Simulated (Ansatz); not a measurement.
H7Si3 (SMILES [SiH3][SiH][SiH3]) moved off its minimum; all values from Ansatz (a first-principles code), cores frozen in correlated methods. Open shells are unrestricted.
(charge 0, multiplicity 2)
```xyz
10

Si     1.98667     0.10631     0.40349
Si     0.00962     0.01000    -0.83540
Si    -1.97806    -0.17231     0.31773
H      2.24228    -1.13064     0.99811
H      1.77659     1.15650     1.43816
H      3.17638     0.47069    -0.48393
H     -0.01758    -0.99439    -1.98803
H     -2.14232    -1.36462     1.01477
H     -3.11230     0.09649    -0.54933
H     -1.87771     0.93568     1.41626
```

Forces at wB97M-V/def2-TZVPP (eV/Å):

```
atom      Fx      Fy      Fz
----  ------  ------  ------
Si1    0.039   1.795  -1.249
Si2    0.017  -0.577  -0.712
Si3    0.772   2.672   0.567
H4     0.381  -1.546   0.849
H5     0.109  -0.170  -0.125
H6    -0.678  -0.148   0.484
H7     0.216   0.488   0.501
H8    -0.267  -1.756   0.820
H9    -0.367   0.044  -0.261
H10   -0.222  -0.802  -0.874
```

Problem. Give the forces (eV/Å), the total energy and the dipole at CCSD(T)/cc-pV(T+d)Z.

Solution. 
```csv
atom,Fx,Fy,Fz
Si1,0.111,1.808,-1.221
Si2,0.037,-0.549,-0.838
Si3,0.679,2.685,0.622
H4,0.401,-1.624,0.892
H5,0.107,-0.108,-0.056
H6,-0.602,-0.128,0.440
H7,0.221,0.439,0.422
H8,-0.281,-1.837,0.858
H9,-0.444,0.054,-0.309
H10,-0.229,-0.741,-0.810
```
Energy -871.3085 hartree, dipole 0.35 D.
